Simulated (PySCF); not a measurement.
**Si⁺ (silicon, charge +1): LDA calculation**

Configuration: [Ne] 3s2 3p1, 2P determinant. Computed with PySCF 2.14 in aug-cc-pV(5+d)Z, with no relativity, point nucleus.

- Total energy: -287.9158 hartree
- One-electron energy: -395.8041 hartree
- Hartree (Coulomb) energy: 127.2513 hartree
- Exchange-correlation energy: -19.3630 hartree
- Kinetic energy: 288.25541 hartree
- ⟨S²⟩: 0.7517
- ⟨L²⟩: 2.009
- Sum of ⟨r⟩: 11.15 bohr
- Sum of ⟨r²⟩: 19.76 bohr²
- Traceless quadrupole moment −½Σ⟨3z² − r²⟩ along its main axis: -2.63 e·bohr²
- Density at the nucleus (Gaussians lack the cusp): 1760 bohr⁻³
- Spin density at the nucleus: -0.0715 bohr⁻³
- Langevin diamagnetic susceptibility: -15.7 ×10⁻⁶ cm³/mol

| shell | electrons | mean orbital energy (eV) | spread (eV) | rms radius, mean of both spins (bohr) |
| --- | --- | --- | --- | --- |
| 1s α | 1 | -1782.9 | 0 | 0.130 |
| 1s β | 1 | -1782.8 | 0 | 0.130 |
| 2s α | 1 | -147.59 | 0 | 0.626 |
| 2s β | 1 | -147.46 | 0 | 0.626 |
| 2p α | 3 | -105.18 | 0.244 | 0.605 |
| 2p β | 3 | -105.02 | 0.444 | 0.605 |
| 3s α | 1 | -19.363 | 0 | 2.21 |
| 3s β | 1 | -18.518 | 0 | 2.21 |
| 3p α | 1 | -12.083 | 0 | 2.64 |
